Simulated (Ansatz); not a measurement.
Calculated with Ansatz (gas phase, PBE0-D4/def2-TZVP geometries, no zero-point term in ΔE). CCSD(T)/CBS is the MP2 limit (def2-TZVPP, def2-QZVPP) plus CCSD(T) − MP2 in def2-TZVPP, frozen cores. DFT in def2-TZVPP. B3LYP here is the variant with VWN-RPA as its local correlation; programs differ in this. HSE06 is defined as in plane-wave codes. Elements past krypton have def2 core potentials. For Sn outer-core shells are correlated without core-valence functions, which leaves a few kJ/mol of doubt a bond. Each species was taken in one conformer, which may not be the lowest.

Consider the redistribution: `[AlH2][NH][SiH2]Cl` + `[CH3][SnH2][F]` → `F[SiH2][NH][AlH2]` + `[CH3][SnH2][Cl]`.

`[AlH2][NH][SiH2]Cl`:

Cartesian coordinates in Å:
```
Al 0.087 1.304 -1.250
N 0.591 0.256 0.110
Si -0.326 -0.920 0.944
Cl 0.168 -2.846 0.381
H -1.412 1.196 -1.735
H 1.175 2.278 -1.857
H 1.560 0.320 0.396
H -0.091 -0.870 2.406
H -1.752 -0.719 0.605
```

`[CH3][SnH2][F]`:

Cartesian coordinates in Å:
```
C 0.905 -0.305 -0.668
Sn -0.832 0.226 0.433
F -0.164 0.690 2.185
H 1.575 0.552 -0.721
H 1.411 -1.129 -0.165
H 0.634 -0.613 -1.678
H -1.914 -1.062 0.722
H -1.616 1.641 -0.109
```

`F[SiH2][NH][AlH2]`:

Z-matrix (Å, degrees):
```
Si
N 1 1.707
F 1 1.603 2 112.0
H 1 1.480 2 108.3 3 117.8
H 1 1.482 2 111.3 3 -117.8
Al 2 1.790 1 128.8 3 -100.2
H 2 1.013 1 114.9 3 77.7
H 6 1.581 2 117.4 1 179.2
H 6 1.579 2 117.5 1 -1.4
```

`[CH3][SnH2][Cl]`:

Cartesian coordinates in Å:
```
C 0.761 -0.700 -0.574
Sn -0.717 0.385 0.504
Cl -0.065 2.632 0.387
H 1.736 -0.530 -0.118
H 0.533 -1.766 -0.555
H 0.781 -0.352 -1.606
H -2.266 0.321 -0.205
H -0.763 0.009 2.167
```

(1) Is it downhill or uphill in electronic energy at CCSD(T)/CBS, and by how much? (Best estimate.)

(2) What do these levels give: BLYP-D4, B97M-V, PBE0-D4, B3LYP-D4, r2SCANh-D4, HSE06-D4, r2SCANh, SCS-MP2/def2-TZVPP, CCSD/def2-TZVPP, HF/def2-QZVPP, MP2/CBS(def2), CCSD/CBS(def2)? (Best estimate.)

Largest T1 diagnostic among the species: 0.013.

Answers

(1) The calculation gave: Downhill: ΔE = -80.7 kJ/mol.

(2) Computed: BLYP-D4 -71.8, B97M-V -75.9, PBE0-D4 -76.0, B3LYP-D4 -77.8, r2SCANh-D4 -78.2, HSE06-D4 -76.2, r2SCANh -78.4, SCS-MP2/def2-TZVPP -82.8, CCSD/def2-TZVPP -84.5, HF/def2-QZVPP -91.9, MP2/CBS(def2) -81.6, CCSD/CBS(def2) -82.8 kJ/mol.

From PBE to PBE0 (25 % exact exchange), in def2-TZVPP and without D4, ΔE moves by −6.7 kJ/mol. At CCSD(T), def2-SVP lies +5.4 kJ/mol from the extrapolated value and def2-TZVPP −1.6 kJ/mol.
